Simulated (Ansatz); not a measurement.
A structure relaxed at PBE-D4/def2-TZVPD in Ansatz, charge -1, doublet:

```
atom   x (Å)   y (Å)   z (Å)
 Ti1  -0.140   0.261   0.673
  S2  -0.572   1.424  -1.073
  S3   0.712  -1.685   0.400
```

(1) Give its formula and point group.

(2) Summarise the bond lengths by kind (pairs closer than 1.2 times the sum of covalent radii, bridged metal pairs left out).

Results:

(1) the cluster TiS₂⁻. Point group C2v (tolerance 0.1 Å).

(2) 2 × S–Ti 2.14 Å. The metal has 2 neighbours: S 2.14 Å, S 2.14 Å.

The highest occupied level of the charge -1 doublet lies above zero (up to 0.11 eV). By energy differences its removal costs 2.11 eV (vertical, to the charge 0 singlet, at PBE-D4/def2-TZVPD); a positive level beside a positive removal energy at the same level points to self-interaction error. The relaxation made no stability test and no search for a lower SCF solution. The structure comes from a short search, and lower isomers may exist.
